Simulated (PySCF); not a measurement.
C2H10GeOSi2.
Z-matrix (Å and degrees, PBE0-D3(BJ)/def2-SVP geometry), rows numbered from 1:
```
C 
C   1  1.5039
O   2  1.2098  1  122.67
Si  2  1.9463  1  120.51  3   177.35
Si  4  2.3429  2  104.86  1  -107.83
Ge  5  2.3826  4  107.42  2    53.59
H   1  1.1031  2  109.69  3  -121.66
H   1  1.1021  2  110.05  3   121.43
H   1  1.0991  2  110.18  3    -0.40
H   4  1.4984  2  112.24  1    11.33
H   4  1.4926  2  107.90  1   132.09
H   5  1.4947  4  109.33  2   -65.65
H   5  1.4966  4  110.92  2   173.81
H   6  1.5420  5  109.67  4    58.70
H   6  1.5415  5  109.49  4   -59.59
H   6  1.5392  5  112.30  4   179.60
```

The calculation used TDDFT B3LYP/def2-SVPD, vertical, gas phase, core orbitals frozen in the response (PySCF). Relativistic effects, spin–orbit coupling among them, are left out although an element past zinc is present.

Frontier orbitals with the atoms that hold most of them (Löwdin shares over 4%, at most four atoms; ? is withheld):

| orbital | ε (eV) | atoms |
| --- | --- | --- |
| HOMO-3 | -9.30 | Ge6 28%, H15 19%, Si5 17%, H14 13% |
| HOMO-2 | -8.62 | Si5 29%, Si4 15%, Ge6 15%, H12 10% |
| HOMO-1 | -7.86 | Si5 31%, Ge6 25%, Si4 18%, H16 6% |
| HOMO | -6.78 | ? |
| LUMO | -1.63 | ? |
| LUMO+1 | -0.60 | Ge6 21%, Si4 19%, Si5 16%, H16 12% |
| LUMO+2 | -0.16 | Ge6 22%, Si5 22%, Si4 14%, H15 9% |

Q: Give the leading atoms of the LUMO.

A: C2 (bonded to C, O and Si) 36%; O3 (bonded to C) 30%; Si4 (bonded to C, Si and 2 H) 10%; C1 (bonded to C and 3 H) 7%. By element: carbon 43%, oxygen 30%, silicon 10% or more.

Q: Which atoms hold the HOMO, and with what shares?

A: O3 (bonded to C) 50%; C2 (bonded to C, O and Si) 18%; Si4 (bonded to C, Si and 2 H) 13%; C1 (bonded to C and 3 H) 10%. By element: oxygen 50%, carbon 28%, silicon 13% or more.

Q: How does S1 compare with the orbital gap of 5.15 eV?

A: S1 is at 3.52 eV (f = 0.0043), 1.63 eV below the gap, made of HOMO→LUMO (97%). 

Next come S2 at 5.36 eV (f 0.0043), HOMO→LUMO+1 (57%), HOMO-1→LUMO (41%); S3 at 5.51 eV (f 0.015), HOMO-1→LUMO (56%), HOMO→LUMO+1 (39%); S4 at 5.81 eV (f 0.0047), HOMO→LUMO+2 (61%), HOMO→LUMO+3 (27%); S5 at 5.97 eV (f 0.015), HOMO→LUMO+3 (59%), HOMO→LUMO+2 (34%).

One conformer stands for the species.
